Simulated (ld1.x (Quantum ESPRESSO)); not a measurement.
# Li: excitation energies, all-electron against TM

```json
{
 "Element": "lithium",
 "Generator": "ld1.x (Quantum ESPRESSO) 7.5",
 "Type": "norm-conserving Troullier–Martins (Kleinman–Bylander form)",
 "Functional": "LDA (PZ)",
 "Relativity": "scalar-relativistic",
 "Frozen core": "[He]",
 "Valence charge": "1",
 "Reference configuration": "2s1 2p0",
 "Partial waves": "2s (bound): rc 2.05 bohr; 3d channel at -0.1 Ry: rc 4.20 bohr; 2p (bound, empty): rc 4.20 bohr",
 "Local potential": "the p channel",
 "Core correction": "a·sin(br)/r model core inside 1.40 bohr"
}
```

Energies are relative to the spin-unpolarised reference configuration 2s1 2p0; without spin polarisation the order of configurations can differ from experiment. Spin-polarised rows fill each open shell by Hund’s rule, majority spin first.

```tsv
valence configuration	charge	ΔE all-electron (eV)	error AE − PS (meV)
2s0 2p1	0	1.754	-4.8
2s0.5 2p0 (spin-polarised)	+0.5	1.953	+0.5
```

Problem. What are ΔE and the potential's error for 2s0.5 2p0?

Solution. ΔE = 2.045 eV all-electron; the error (AE − PS) is +0.6 meV.

Problem. What are ΔE and the potential's error for 2s1 2p0 (spin-polarised)?

Solution. ΔE = -0.233 eV all-electron; the error (AE − PS) is +0.7 meV.
